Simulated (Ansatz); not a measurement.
The same redistribution along the group B, Ga, In.

Isolated molecules relaxed with PBE0-D4/def2-TZVP in Ansatz; ΔE leaves out vibrations. CBS: MP2 limit from def2 TZ/QZ plus the TZ coupled-cluster correction, frozen cores. Functionals use def2-TZVPP. def2 core potentials past Kr. For Ga, In, Mg outer-core shells are correlated without core-valence functions, which leaves a few kJ/mol of doubt a bond. Scalar relativity is left out up to krypton. Each species was taken in one conformer, which may not be the lowest.

| reaction | revPBE-D4 (kcal/mol) |
| --- | --- |
| `NB(N)Cl` + `[SiH3][O][Mg][SH]` → `NB(Cl)O[SiH3]` + `[NH2][Mg][SH]` | 16.8 |
| `[NH2][Ga]([NH2])[Cl]` + `[SiH3][O][Mg][SH]` → `[NH2][Ga]([Cl])[O][SiH3]` + `[NH2][Mg][SH]` | 13.6 |
| `[NH2][In]([NH2])[Cl]` + `[SiH3][O][Mg][SH]` → `[NH2][In]([Cl])[O][SiH3]` + `[NH2][Mg][SH]` | 14.2 |

**Question.** Give the CCSD(T)/CBS values in the same order. (Best estimate.)

**Answer.** Ansatz gave: 18.3, 15.9, 15.6 kcal/mol.

Largest T1 diagnostic: 0.014, for `[NH2][In]([Cl])[O][SiH3]`.
